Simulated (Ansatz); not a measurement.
The cluster AlAs₂⁻. Total charge -1; singlet. Geometry PBE-D4/def2-TZVPD.

```xyz
3

Al   -0.861    1.223   -0.259
As    1.072   -0.354   -0.790
As   -0.211   -0.869    1.049
```

At PBE-D4/def2-SVPD, BLYP-D4/def2-TZVPD the highest occupied level of the charge -1 singlet lies above zero (up to 0.45 eV). By energy differences its removal costs 2.28 eV (vertical, to the charge 0 doublet, at PBE0-D4/def2-TZVPD). The structure comes from a short search, and lower isomers may exist.

Task: Estimate the orbital energies around the gap (eV) in Ansatz with PBE-D4/def2-SVPD, BLYP-D4/def2-TZVPD, PBE0-D4/def2-SVPD, PBE0-D4/def2-TZVPD, CAM-B3LYP-D4/def2-TZVPD.

Result: 
```tsv
orbital	PBE-D4/def2-SVPD	BLYP-D4/def2-TZVPD	PBE0-D4/def2-SVPD	PBE0-D4/def2-TZVPD	CAM-B3LYP-D4/def2-TZVPD
HOMO−5	-7.17	-7.10	-8.64	-8.71	-10.21
HOMO−4	-3.34	-3.20	-4.59	-4.66	-6.02
HOMO−3	-1.78	-1.60	-2.76	-2.80	-3.83
HOMO−2	-1.64	-1.46	-2.44	-2.50	-3.42
HOMO−1	0.09	0.16	-0.71	-0.80	-1.84
HOMO	0.33	0.45	-0.54	-0.62	-1.61
LUMO	1.07	1.14	1.76	1.66	2.71
LUMO+1	2.58	2.62	3.24	3.09	4.05
LUMO+2	3.52	3.36	4.09	3.83	4.31
LUMO+3	3.66	3.44	4.12	3.85	4.52
LUMO+4	4.04	3.88	4.59	4.30	4.92
LUMO+5	4.10	4.02	4.75	4.51	5.29
```
